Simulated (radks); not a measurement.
Values are calculated unless marked as measured or tabulated.
All-electron atom: the neodymium ion Nd8+ in [Kr] 4d10 5s2 5p4 (not the ground configuration).

Code: a radial shooting solver on a logarithmic mesh with Libxc functionals. Model: scalar-relativistic Kohn-Sham, SCAN, spin-unpolarised, spherical densities, finite nucleus; meta-GGA in the generalised Kohn-Sham scheme; Fermi nuclear charge, rms radius 4.9123 fm.

Energy parts (eV):
part                      energy
total                 -261471.23
kinetic                278326.28
electron-nucleus      -627846.49
Hartree                 93984.56
exchange-correlation    -5935.57

Orbitals (lengths in bohr, moments of r in powers of bohr):
orbital  occ.  eigenvalue (eV)      <r^4>
1s          2        -43604.11  1.528e-06
2s          2        -7191.407  0.0002489
2p          6        -6439.115  0.0001837
3s          2        -1682.755   0.009857
3p          6        -1443.702    0.01033
3d         10        -1112.544   0.008491
4s          2        -447.1757     0.2361
4p          6        -367.1323     0.3015
4d         10        -252.8150     0.4506
5s          2        -150.3548      4.819
5p          4        -125.7545      6.817

The highest occupied level is 5p at -125.75 eV. Summed over all electrons, <r^2> = 22.86 bohr^2, which gives a Langevin (diamagnetic) susceptibility term of -18.1 x 10^-6 cm^3/mol. The electron density at the nucleus is 4.724e+05 e/bohr^3 (large components only). The density falls to 0.001 e/bohr^3 at r = 2.78 bohr.
